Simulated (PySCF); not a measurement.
## Identify the compound

The spectra below were simulated for a compound C₂H₇F₃Si₂.

1H NMR (500 MHz, computed): δ 4.11 (d, 6H), 1.30 (m, 1H).

13C{1H} NMR (computed): δ 138.7 (C), 14.1 (CH).

- GIAO PBE0/pcSseg-1 shieldings
- GFN2-xTB structure
- code: PySCF
- relativity neglected, one computed conformer, equivalent nuclei averaged, gas phase

δ = σ(ref) − σ, references computed at the same level: 1H, 13C vs TMS.

**Question.** Deduce the structure.

**Answer.** 
- Rings plus π bonds: 0.
- 2 carbon signals for 2 carbons: no two carbons are equivalent.
- Carbon types of the structure: 1 × C, 1 × CH, leaving 6 H on heteroatoms.
- δC 138.7: CF3 carbon; 3 electronegative neighbours deshield it.
- δC 14.1: sp3 CH bonded to 2 Si.
- δH 4.11: hydrogen on a silicon bonded to C.
- δH 1.30: hydrogen on an sp3 CH bonded to 2 Si.

Structure: `FC(F)(F)C([SiH3])[SiH3]`.

This is the structure that produced the data.

Splittings by 19F in the carbon and heteronuclear signals aren't shown, as no couplings were computed. Shifts are as computed. Against solution values, carbons near 30 ppm lie about +3 ppm off and those near 130 ppm about +5 ppm. Of 1211 compounds with measured shifts, 218 miss one by over three times the rms of a fit or turn the order of signals round; such compounds aren't used in these exercises. No couplings were computed; multiplicities are counted from neighbouring protons, with m where these are inequivalent, close in shift, in a saturated or five-membered ring or joined by F or P, and br s for small geminal =CH2 splittings.
